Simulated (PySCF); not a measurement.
## ZrO: mean field, correlation and small terms against distance

State: ³Δ, triplet, unpaired electrons σ ↑, δ ↑. ROHF-based CCSD(T) in PySCF 2.14 with Zr aug-cc-pVDZ-PP with ECP28, O aug-cc-pVDZ and Zr aug-cc-pVTZ-PP with ECP28, O aug-cc-pVTZ (frozen core orbitals: 5; scalar-relativistic core potentials). Correlation energies are extrapolated as n⁻³ (n = 2, 3), Hartree–Fock as (n+1)·exp(−9√n). All energies in eV from Zr (4d2 5s2) + O.

| R (Å) | HF/CBS | CCSD corr. | (T) | total |
| --- | --- | --- | --- | --- |
| 1.5358 | -3.545 | -2.151 | -0.3009 | -5.997 |
| 1.6056 | -4.221 | -2.280 | -0.3473 | -6.849 |
| 1.6754 | -4.514 | -2.406 | -0.3961 | -7.316 |
| 1.7452 | -4.518 | -2.529 | -0.4471 | -7.494 |
| 1.8150 | -4.307 | -2.647 | -0.5008 | -7.454 |
| 1.9023 | -3.828 | -2.785 | -0.5726 | -7.186 |
| 1.9896 | -3.191 | -2.912 | -0.6512 | -6.754 |

A fit to the total gives Re = 1.7649 Å, De = 7.502 eV, ωe = 903.4 cm⁻¹, Be = 0.3985 cm⁻¹ (masses 89.9047 and 15.9949 u).

Task: At R = 1.7452 Å the CCSD correlation energy is -0.275833 hartree in the smaller basis and -0.320247 in the larger. Extrapolate it.

Result: (3³·E3 − 2³·E2)/(3³ − 2³) = -0.33895 hartree; the larger basis holds 94.5 % of it.

The T1 diagnostic is 0.040, large enough to doubt a single reference. The state was picked by a PBE0 search and need not be the measured ground state. Spin–orbit coupling, excitations beyond (T) and corrections to the Born–Oppenheimer picture are left out.
